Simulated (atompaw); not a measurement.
# Which change was made? (Ho, PAW (atompaw))

Ho (Z = 67), PAW, made with atompaw 4.2.0.5 (PBEsol, scalar-relativistic). Core [Xe] 4f10, reference 5d1 6s1.75 6p0.25. Waves: 6s (bound): rc 3.00 bohr; 6s channel at 0.65 Ry: rc 3.00 bohr; 6p (bound): rc 3.00 bohr; 6p channel at 2.75 Ry: rc 3.00 bohr; 5d (bound): rc 3.00 bohr; 5d channel at 1.25 Ry: rc 3.00 bohr. Local part: vpsmatchnc scheme with l = 3 at -0.5 Ry, radius 2.55 bohr. Core correction: smooth core density matched at 2.55 bohr. Augmentation charge: besselshape compensation charge, radius 2.45 bohr; PAW radius 3.00 bohr; waves and projectors: custom polynom2 7 10 vanderbiltortho.

Cutoffs, loose and tight: the cutoffs (Ry, on a coarse ladder) from which the occupation-weighted sum of valence levels, in a spherical-Bessel basis at the reference potential, stays within 10 and 1 mRy of its value at 400 Ry. They see the waves, projectors and local potential, not the compensation charge or the core.

The base gives: outcome: generated; cutoff, loose: 10 Ry; cutoff, tight: 21 Ry; bound ghosts: p, s, d, f.

(1) After one change the result is: outcome: failed: atompaw: The overlap operator has at least one negative eigenvalue!. Which change was it?
A. wave 6s channel at 0.65 Ry: rc 3.00 bohr becomes 6s channel at 0.65 Ry: rc 2.82 bohr
B. core [Kr] 4d10, valence charge 21; reference 4f10 5s2 5p6 5d1 6s2 6p0; waves now 5s (bound): rc 2.15 bohr; 6s (bound): rc 1.95 bohr; 5p (bound): rc 2.10 bohr; 6p (bound): rc 2.95 bohr; 5d (bound): rc 2.80 bohr; 5d channel at 4 Ry: rc 2.80 bohr; 4f (bound): rc 1.40 bohr; 4f channel at 0.6 Ry: rc 1.40 bohr; local potential vpsmatchnc scheme with l = 4 at -0.5 Ry, radius 2.80 bohr; core correction smooth core density matched at 1.85 bohr; augmentation besselshape compensation charge, radius 2.60 bohr; PAW radius 2.95 bohr; waves and projectors: custom polynom2 7 10 vanderbiltortho
C. all radii scaled by about 0.89 (s 2.66, p 2.66, d 2.66 bohr); local potential vpsmatchnc scheme with l = 3 at -0.5 Ry, radius 2.26 bohr; augmentation besselshape compensation charge, radius 2.16 bohr; PAW radius 2.66 bohr; waves and projectors: custom polynom2 7 10 vanderbiltortho; core correction smooth core density matched at 2.26 bohr
D. reference 5d1 6s2 6p0

Answers

(1) A. The others give: core [Kr] 4d10, valence charge 21; reference 4f10 5s2 5p6 5d1 6s2 6p0; waves now 5s (bound): rc 2.15 bohr; 6s (bound): rc 1.95 bohr; 5p (bound): rc 2.10 bohr; 6p (bound): rc 2.95 bohr; 5d (bound): rc 2.80 bohr; 5d channel at 4 Ry: rc 2.80 bohr; 4f (bound): rc 1.40 bohr; 4f channel at 0.6 Ry: rc 1.40 bohr; local potential vpsmatchnc scheme with l = 4 at -0.5 Ry, radius 2.80 bohr; core correction smooth core density matched at 1.85 bohr; augmentation besselshape compensation charge, radius 2.60 bohr; PAW radius 2.95 bohr; waves and projectors: custom polynom2 7 10 vanderbiltortho → outcome: generated; cutoff, loose: over 300 Ry; cutoff, tight: over 300 Ry; bound ghosts: none | all radii scaled by about 0.89 (s 2.66, p 2.66, d 2.66 bohr); local potential vpsmatchnc scheme with l = 3 at -0.5 Ry, radius 2.26 bohr; augmentation besselshape compensation charge, radius 2.16 bohr; PAW radius 2.66 bohr; waves and projectors: custom polynom2 7 10 vanderbiltortho; core correction smooth core density matched at 2.26 bohr → outcome: generated; cutoff, loose: 15 Ry; cutoff, tight: 40 Ry; bound ghosts: s, p, d | reference 5d1 6s2 6p0 → outcome: generated; cutoff, loose: 10 Ry; cutoff, tight: 21 Ry; bound ghosts: s, p, d, f.
